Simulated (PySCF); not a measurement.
Al(H)(NCO)2 (C2HAlN2O2), SMILES O=C=[N][AlH][N]=C=O. Heavy atoms are numbered as in [AlH:1]([N:3]=[C:4]=[O:5])[N:6]=[C:7]=[O:8]. Hydrogens are named by the atom that carries them.

Coordinates come from a PBE0-D3(BJ)/def2-SVP optimisation. The structure was generated by enumeration; whether it is a known compound was not checked. Other conformers were not sampled.

The numbers are results of PBE/pcSseg-1 run with PySCF, not measurements.

GIAO shieldings, no solvent; atoms alike by connectivity are averaged. δ = σ(ref) − σ: ¹H against TMS (σ = 31.49 ppm); ¹⁵N against NH3 (σ = 267.0 ppm); ¹³C against TMS (σ = 182.0 ppm); ¹⁷O against H2O (σ = 334.3 ppm), references at their B3LYP-D3(BJ)/def2-TZVP geometries, non-relativistic.

| nucleus | atoms | count | δ (ppm) |
|---|---|---|---|
| ¹H | H on Al1 | 1 | 4.23 |
| ¹⁵N | N3 | 2 | 66.1 |
| ¹³C | C4 | 2 | 123.7 |
| ¹⁷O | O5 | 2 | 145.8 |
